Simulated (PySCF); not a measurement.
ClH6NSi3, SMILES Cl[SiH]1[SiH2]N[SiH2]1.

The structure is a stationary point at PBE0-D3(BJ)/def2-SVP. This is a generated structure with no PubChem entry under its InChIKey; it may be hypothetical.

Two levels are set side by side: TDDFT-PBE/def2-SVPD (PySCF) and TDDFT-CAM-B3LYP/def2-SVPD (PySCF). Vertical, same geometry. The lowest singlet is HOMO→LUMO 99 % with PBE and HOMO→LUMO 69 %, HOMO→LUMO+1 29 % with the other functional; states are paired by order. Differences are taken from unrounded values.

```
quantity                               TDDFT-CAM-B3LYP
-------------------------------------  ---------------
lowest singlet excitation (eV)                    5.13
lowest triplet excitation (TDA) (eV)              4.56
first bright state (f over 0.05) (eV)             5.68
its oscillator strength                           0.11
```

**Question.** What does TDDFT-PBE give, and how far is it from TDDFT-CAM-B3LYP? (Estimate from the structure and the level; the computed values follow.)

**Answer.** 
```
quantity                               TDDFT-PBE  TDDFT-PBE minus TDDFT-CAM-B3LYP
-------------------------------------  ---------  -------------------------------
lowest singlet excitation (eV)              4.63                            -0.50
lowest triplet excitation (TDA) (eV)        4.12                            -0.44
first bright state (f over 0.05) (eV)       4.96                            -0.73
its oscillator strength                     0.07                            -0.04
```

A lower first singlet is the usual sign of a functional without exact exchange. Differences between two approximate levels are no errors against the true value.

Rough cost on one machine, each run with all the roots and properties that it gave: TDDFT-CAM-B3LYP against TDDFT-PBE about 7 times.
